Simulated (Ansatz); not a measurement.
The lowest doublet and quartet of CF (SMILES [C]F); geometries from B3LYP-D3(BJ)/def2-TZVP, each state relaxed from the structure named, with no frequency check.
Doublet (charge 0, multiplicity 2):
| atom | x (Å) | y (Å) | z (Å) |
|---|---|---|---|
| C | 0.0000 | 0.0000 | -0.7653 |
| F | 0.0000 | 0.0000 | 0.5102 |
Quartet (charge 0, multiplicity 4):
```xyz
2

C      0.00000     0.00000    -0.79647
F      0.00000     0.00000     0.53098
```

```csv
level,"gap E(doublet) − E(quartet), adiabatic (kcal/mol)",cost
U-HF/cc-pVDZ,-52.03,-
U-HF/cc-pVTZ,-52.03,-
U-PBE/def2-TZVPP,-79.75,×1
U-r2SCAN/def2-TZVPP,-70.50,×2
U-B3LYP/def2-TZVPP,-84.73,×1
U-BHLYP/def2-TZVPP,-82.98,×1
U-wB97X-V/def2-TZVPP,-87.39,×2
U-wB97M-V/def2-TZVPP,-87.53,×3
U-B2PLYP/def2-TZVPP,-83.61,×1
U-SCS-MP2/cc-pVTZ,-82.66,-
U-SCS-MP2/cc-pVQZ,-84.34,-
U-CCSD/cc-pVTZ,-78.91,-
U-CCSD/cc-pVQZ,-79.38,-
U-CCSD(T)/cc-pVDZ,-78.30,×1
"SA-CASSCF(3,4)/cc-pVTZ",-68.37,-
"SC-NEVPT2 on SA-CASSCF(3,4)/cc-pVTZ",-77.88,-
"FIC-NEVPT4(SD) on SA-CASSCF(3,4)/cc-pVDZ",-77.88,-
"FIC-NEVPT4(SD) on SA-CASSCF(3,4)/cc-pVQZ",-80.86,-
"FIC-MRCISD+Q on SA-CASSCF(3,4)/cc-pVDZ",-78.22,-
"FIC-MRCISD+Q on SA-CASSCF(3,4)/cc-pVQZ",-80.74,-
```

The rows run from -87.53 (U-wB97M-V/def2-TZVPP) to -52.03 kcal/mol (U-HF/cc-pVDZ). The 7 U-functionals in def2-TZVPP without D3 or D4 span 17.03, from U-wB97M-V to U-r2SCAN.

A positive gap puts the quartet lower; no zero-point energy. U- takes an unrestricted doublet. The quartet is unrestricted in single-reference levels. Active spaces average the two states.

Frozen-core correlation.

The values were computed with Ansatz (Gaussian basis) for Hartree–Fock, density functionals and correlated methods. 

Costs are rough ratios of core time to U-PBE/def2-TZVPP (about 1.3 s over the structures, on one shared machine); a dash marks a level with no comparable run of its own.

Ansatz is a first-principles code.
